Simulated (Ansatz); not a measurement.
`CB1C=N1` → `B1C=N1` + `[CH2]` (triplet) at 600 K and 1 bar (formal loss of a carbene).

Computed with Ansatz on PBE0-D4/def2-TZVP structures; ΔE is electronic, products minus reactants. CCSD(T)/CBS adds triple-zeta CCSD(T) − MP2 to the extrapolated MP2 energy (def2 sets, frozen cores). This one scheme is used for every species. Triplets are unrestricted, without spin–orbit coupling.

```csv
species,CCSD(T)/CBS energy (Eh),H − E (kJ/mol),S (J/(mol·K))
`CB1C=N1`,-157.97004,198.0,356.3
`B1C=N1`,-118.68952,108.7,282.6
`[CH2]` (triplet),-39.09499,66.5,220.8
```

H − E and S are ideal-gas, rigid-rotor, harmonic terms from PBE0-D4/def2-TZVP, for one conformer and one mirror image of each species, with the whole ground term of open shells counted as degenerate. 1 Eh = 2625.50 kJ/mol, R = 8.31446 J/(mol·K).

By hand: ΔE, ΔH, ΔS and ΔG.

ΔE = (-118.68952) + (-39.09499) − (-157.97004) = 0.18553 Eh = 487.1 kJ/mol. Δ(H − E) = 108.7 + 66.5 − 198.0 = -22.8, so ΔH = 464.3 kJ/mol. ΔS = 282.6 + 220.8 − 356.3 = 147.1 J/(mol·K). ΔG = 464.3 − 600 × (147.1)/1000 = 376.0 kJ/mol.

By hand: the equilibrium constant, and the temperature at which ΔG would vanish if ΔH and ΔS stayed fixed.

log₁₀ K = −ΔG/(RT ln 10) = -32.7. ΔG = 0 at ΔH/ΔS = 3156 K, far beyond where these terms or the molecules hold.

The number of gas molecules changes by +1, which sets the sign of ΔS. A doubt of 5 kJ/mol in ΔE shifts log₁₀ K by 0.4 here. Other conformers and mirror images would add mixing entropy, several J/(mol·K) or more a flexible species. Modes under 60 cm⁻¹, often nearly free rotors, make the harmonic entropy too high. A triplet takes part, so the spin changes. These are equilibria of isolated gas molecules and say nothing of rates. Largest T1 diagnostic: 0.011 (customary marks: 0.02 for closed shells, 0.045 for open ones).
